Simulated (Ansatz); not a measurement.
Ga12As11H32⁻, a nanocrystal cut from zinc blende GaAs (hydrogen-capped). Charge -1, multiplicity 1. Geometry PBE-D4/def2-SVP; atoms count from 1.

Cartesian coordinates in Å:
```
As -4.1976 1.3496 1.3796
As 1.6861 1.1449 4.0545
As 2.6221 -2.4518 1.7366
As -3.6618 -1.9905 -0.6506
As -0.3733 -3.7535 -0.4256
As -0.8470 -0.6042 1.8083
As -0.8970 2.9405 0.0935
As 2.5017 1.1101 0.1915
As -0.5858 -0.2334 -2.2449
As 2.8180 -2.1723 -1.9711
As 2.4718 1.7526 -3.6508
Ga -0.7907 0.7598 3.8796
Ga -3.2701 -1.0044 1.5526
Ga -3.2520 3.5810 0.6889
Ga 0.1267 -2.8428 1.8204
Ga 3.1550 2.2300 2.3167
Ga 3.7310 -0.9731 0.0350
Ga -2.8090 -4.3418 -0.7086
Ga -3.0853 -0.2018 -2.2977
Ga 0.3424 -2.4775 -2.4227
Ga 0.0953 0.6540 -0.0798
Ga 3.3708 2.7134 -1.5067
Ga 0.0496 1.2426 -4.1381
H -5.5205 1.2142 0.6279
H -4.8201 1.6107 2.7537
H 1.9918 1.8413 5.3841
H 2.2994 -0.1994 4.4470
H 3.3271 -3.8109 1.7505
H 3.1135 -1.9911 3.1081
H -5.1883 -2.1285 -0.6660
H 0.3939 -5.0783 -0.5016
H 0.0567 3.7137 0.9982
H -0.5244 3.6247 -1.2170
H 3.5003 -3.5419 -2.0291
H 3.5212 -1.5837 -3.1936
H 3.3195 0.5340 -4.0178
H 2.9950 2.6394 -4.7850
H -1.2761 -0.0553 5.1468
H -1.4157 2.1704 3.4918
H -3.9217 -1.6690 2.8349
H -3.1791 4.4710 1.9946
H -3.9789 4.0150 -0.6433
H -0.1885 -3.8260 3.0181
H 4.6578 1.8671 2.6732
H 2.6321 3.7275 2.2837
H 5.3072 -1.0490 0.1166
H -3.2954 -5.1103 0.5910
H -2.9766 -4.9520 -2.1628
H -3.5966 -0.5686 -3.7512
H -3.5041 1.1730 -1.6016
H 0.1940 -3.2891 -3.7716
H 2.5887 4.0834 -1.3434
H 4.9549 2.6416 -1.5498
H -0.6604 2.6485 -3.9403
H -0.0081 0.4461 -5.5067
```

Single mean-field runs in def2-SVP are fitted with def2-universal-jkfit.

Estimate the Mulliken populations of the heavy atoms from the PBE0/def2-SVP orbitals of Ansatz.


```tsv
atom	charge (e)
As1	-0.09
As2	-0.09
As3	-0.13
As4	-0.27
As5	-0.30
As6	-0.45
As7	-0.06
As8	-0.42
As9	-0.42
As10	-0.13
As11	-0.09
Ga12	0.17
Ga13	0.29
Ga14	0.17
Ga15	0.32
Ga16	0.17
Ga17	0.32
Ga18	0.21
Ga19	0.19
Ga20	0.33
Ga21	0.23
Ga22	0.17
Ga23	0.19
```
Mulliken values depend strongly on the basis.

And the Mayer bond orders between heavy atoms (over 0.3)?

As1–Ga13 0.67 (2.54 Å); As1–Ga14 0.69 (2.52 Å); As2–Ga12 0.67 (2.51 Å); As2–Ga16 0.66 (2.52 Å); As3–Ga15 0.65 (2.53 Å); As3–Ga17 0.70 (2.51 Å); As4–Ga13 0.86 (2.45 Å); As4–Ga18 0.71 (2.50 Å); As4–Ga19 0.70 (2.50 Å); As5–Ga15 0.81 (2.47 Å); As5–Ga18 0.66 (2.52 Å); As5–Ga20 0.79 (2.48 Å); As6–Ga12 0.72 (2.48 Å); As6–Ga13 0.78 (2.47 Å); As6–Ga15 0.82 (2.44 Å); As6–Ga21 0.84 (2.46 Å); As7–Ga14 0.68 (2.51 Å); As7–Ga21 0.78 (2.50 Å); As8–Ga16 0.73 (2.49 Å); As8–Ga17 0.88 (2.42 Å); As8–Ga21 0.84 (2.46 Å); As8–Ga22 0.72 (2.49 Å); As9–Ga19 0.69 (2.50 Å); As9–Ga20 0.84 (2.43 Å); As9–Ga21 0.90 (2.44 Å); As9–Ga23 0.73 (2.48 Å); As10–Ga17 0.71 (2.51 Å); As10–Ga20 0.63 (2.53 Å); As11–Ga22 0.67 (2.52 Å); As11–Ga23 0.65 (2.52 Å).
